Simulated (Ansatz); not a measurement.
## Energy profile

The step: SiH₂OF₂ ([OH][SiH]([F])[F]) + H₂S → SiH₂SF₂ ([F][SiH]([F])[SH]) + H₂O; bonds formed: Si1–S7, O2–H6; bonds broken: Si1–O2, H6–S7 (atoms numbered as in the saddle structure below).

| atom | x (Å) | y (Å) | z (Å) |
| --- | --- | --- | --- |
| Si1 | -0.5190 | 0.4948 | 0.3786 |
| O2 | 0.6701 | -0.8147 | 0.5657 |
| F3 | -1.9946 | -0.0101 | 0.0640 |
| F4 | -0.6606 | 0.5990 | 1.9892 |
| H5 | -0.0926 | 1.8712 | 0.1013 |
| H6 | 0.6888 | -1.0785 | -0.5143 |
| S7 | 0.0739 | -0.1896 | -1.9086 |
| H8 | 0.6422 | -1.4230 | 1.3166 |
| H9 | 1.1919 | 0.5508 | -1.9923 |

Electronic energies by CCSD(T) at an estimated basis limit (MP2 extrapolated from triple and quadruple zeta, plus CCSD(T) − MP2 in triple zeta), on PBE0-D4/def2-TZVP structures; SiH$_{4}$SOF$_{2}$, closed shell; no counterpoise correction. Computed with Ansatz 0.2.0 (basis: def2-TZVPP and def2-QZVPP); correlated methods freeze the cores. Extrapolation: Hartree–Fock as exp(−7.88 √X), correlation as X^−2.97.

Task: Give the profile in eV, counted from the separated reactants. (Judge from chemistry; the value comes from the calculation.)

Result: The calculation gives:
```tsv
point	eV
separated: SiH$_{2}$OF$_{2}$ (linked as [OH][SiH]([F])[F]; Si1, O2, F3, F4, H5, H8; singlet) + H$_{2}$S (H6, S7, H9; singlet)	0.000
start structure	-0.077
saddle	1.412
end structure	0.441
separated: SiH$_{2}$SF$_{2}$ (linked as [F][SiH]([F])[SH]; Si1, F3, F4, H5, S7, H9; singlet) + H$_{2}$O (O2, H6, H8; singlet)	0.618
```

No T1 diagnostic of these runs exceeds 0.012.

For scale, one of the runs: CCSD(T)/def2-TZVPP, 233 basis functions, launched by `ansatz run in.yaml --threads 4 --pin off --events-out ev --progress --plain --max-ram 9574MiB`. Hardware: 4 CPU threads of an Arm Neoverse V1, shared host. Wall time 2.3 min; peak host memory 4.2 GiB.
